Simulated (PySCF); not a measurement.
**Pr: excitation energy**

Pr [Xe] 4f3 6s2 (high-spin determinant) → Pr [Xe] 4f3 5d2 (high-spin determinant), as a difference of total energies. Computed with PySCF 2.14 in x2c-TZVPPall (11s7p7d4f2g, 113 functions), with scalar relativity by spin-free X2C-1e. Correlated levels: valence: [Kr] 4d10 frozen; valence and next inner shell: [Ar] 3d10 frozen. The calculations carry no spin-orbit coupling.

```
                                method  excitation energy (eV)
                                   UHF                   2.537
                                   LDA                   2.666
                                   PBE                   2.368
                                  PBE0                   2.328
                                r2SCAN                   1.976
                         MP2 (valence)                   2.880
                     SCS-MP2 (valence)                   3.125
    MP2 (valence and next inner shell)                   2.985
SCS-MP2 (valence and next inner shell)                   3.207
```

Q: How much does correlation contribute at MP2 (valence and next inner shell)?

A: 2.985 − (2.537) = 0.448 eV, measured against UHF.

A first-order spin-orbit estimate (lowest level to lowest level, LS coupling) adds -0.049 eV.

In the upper state the promoted electron has a positive orbital energy at LDA, PBE, r2SCAN, so the basis confines it.

The determinant of the upper state and of the lower state mixes LS terms, which raises its energy above the lowest term, most at the Hartree-Fock and MP2 levels.
